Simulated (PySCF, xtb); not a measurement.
Si(F)2(OMe)(NH2) (CH₅F₂NOSi), SMILES CO[Si](N)(F)F.

GFN2-xTB (xtb 6.7.1) at its own geometry gives an orbital gap of 8.20 eV and a dipole moment of 3.70 D.

Coordinates come from a B3LYP-D3(BJ)/def2-SVP optimisation. The structure was generated by enumeration, and PubChem lists no compound with its InChIKey, so it may never have been made. Other conformers were not sampled.

What does ωB97X/def2-TZVP in PySCF give? (The exact figures need the calculation; the answer reports its results.)

gap 13.51 eV (levels -10.91 and 2.60 eV), dipole 3.26 D.
